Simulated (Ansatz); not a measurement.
Mulliken charges of FH4OSi2, SMILES `O[SiH](F)[SiH2]` radical from ωB97M-V/def2-TZVPP in Ansatz (PBE0-D4/def2-TZVP geometry).

```
atom   x (Å)   y (Å)   z (Å)  charge (e)
  O1   0.842   0.495  -1.543      -0.354
 Si2   0.827   0.317   0.083       0.601
  F3   0.814   1.754   0.789      -0.307
 Si4  -1.026  -0.818   0.931      -0.077
  H5   0.043   0.793  -1.981       0.180
  H6   2.110  -0.342   0.407      -0.046
  H7  -1.210  -2.193   0.392       0.001
  H8  -2.308  -0.064   0.867       0.002
```

Question: By hand: the dipole of these point charges (1 e Å = 4.8032 D).

Answer: Σ q r = (-0.067, -0.304, -0.091) e Å, of length 0.324 e Å = 1.56 D.

Question: How does the dipole of the full density compare? (Estimate.)

Answer: Ansatz gave: (-0.261, -0.139, -0.116) e Å, 1.53 D; the point charges give 1.02 times that, at 47° from its direction.

Point charges leave out the atoms' own dipoles, such as those of lone pairs, and Mulliken's split depends on the basis, so the two needn't agree.
